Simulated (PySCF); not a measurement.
## How methods differ on the ionisation energy of Pm²⁵⁺

Pm²⁵⁺ [Kr] → Pm²⁶⁺ [Ar] 3d10 4s2 4p5 [4p1/2^2 4p3/2^3, M_J = 3/2], as a difference of total energies. Computed with PySCF 2.14 in an even-tempered Gaussian basis (17 s from 1.9 bohr⁻², ratio 2.8; 14 p from 2.5 bohr⁻², ratio 2.8; 9 d from 4.5 bohr⁻², ratio 2.8; 4 f from 15 bohr⁻², ratio 3), with the two-component X2C-1e Hamiltonian. Correlated levels: [Ne] frozen; the 90 highest virtual spinors dropped. "Screened" scales the spin-orbit matrix elements by Boettger's factors to mimic the two-electron term; Breit and QED terms are absent.

```csv
method,ionisation energy (eV)
GHF (screened spin-orbit),913.68
GMP2 (screened spin-orbit),914.94
```

Q: How much does correlation contribute at GMP2 (screened spin-orbit)?

A: 914.94 − (913.68) = 1.26 eV, measured against GHF (screened spin-orbit).

Breit and QED terms and the two-electron picture change are absent.

For comparison: 916 ± 4 eV (theoretical estimate listed by NIST; NIST Atomic Spectra Database, ionization energies).
